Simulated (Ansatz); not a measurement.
`O=CB[SiH3]` + CH₃OH → `COBC=O` + SiH₄ at 600 K and 1 bar (cleavage of the B–Si bond).

Gas-phase electronic energies from Ansatz, PBE0-D4/def2-TZVP geometries. CBS: MP2 limit from def2 TZ/QZ plus the TZ coupled-cluster correction, frozen cores. This one scheme is used for every species. Each species was taken in one conformer, which may not be the lowest.

```csv
species,CCSD(T)/CBS energy (Eh),H − E (kJ/mol),S (J/(mol·K))
`O=CB[SiH3]`,-430.03905,198.8,409.3
CH₃OH,-115.61712,163.6,277.3
`COBC=O`,-254.25700,248.4,406.1
SiH₄,-291.46306,108.7,242.3
```

H − E and S are ideal-gas, rigid-rotor, harmonic terms from PBE0-D4/def2-TZVP, for one conformer and one mirror image of each species. 1 Eh = 2625.50 kJ/mol, R = 8.31446 J/(mol·K).

**Question.** By hand: ΔE, ΔH, ΔS and ΔG.

**Answer.** ΔE = (-254.25700) + (-291.46306) − (-430.03905) − (-115.61712) = -0.06389 Eh = -167.7 kJ/mol. Δ(H − E) = 248.4 + 108.7 − 198.8 − 163.6 = -5.3, so ΔH = -173.0 kJ/mol. ΔS = 406.1 + 242.3 − 409.3 − 277.3 = -38.2 J/(mol·K). ΔG = -173.0 − 600 × (-38.2)/1000 = -150.1 kJ/mol.

**Question.** By hand: the equilibrium constant, and the temperature at which ΔG would vanish if ΔH and ΔS stayed fixed.

**Answer.** log₁₀ K = −ΔG/(RT ln 10) = 13.1. ΔG = 0 at ΔH/ΔS = 4529 K, far beyond where these terms or the molecules hold.

ΔH outweighs TΔS. A doubt of 5 kJ/mol in ΔE shifts log₁₀ K by 0.4 here. Other conformers and mirror images would add mixing entropy, several J/(mol·K) or more a flexible species. Modes under 60 cm⁻¹, often nearly free rotors, make the harmonic entropy too high. These are equilibria of isolated gas molecules and say nothing of rates. Largest T1 diagnostic: 0.021 (customary marks: 0.02 for closed shells, 0.045 for open ones).
